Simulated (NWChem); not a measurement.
System: CuNH$_{3}$Cl; SMILES [NH3]->[Cu][Cl]

Give the equilibrium geometry at PBE-D3(BJ)/def2-SVP (NWChem) as a list of bonds and angles, with the point group.

point group C3v; any orientation.
Bond lengths (Å): Cu1–Cl2 2.091, Cu1–N3 1.931, N3–H4 1.032, N3–H5 1.032, N3–H6 1.032. Bond angles (°): Cl2–Cu1–N3 180.0, Cu1–N3–H4 112.4, Cu1–N3–H5 112.4, Cu1–N3–H6 112.4, H4–N3–H5 106.4, H4–N3–H6 106.4, H5–N3–H6 106.4.
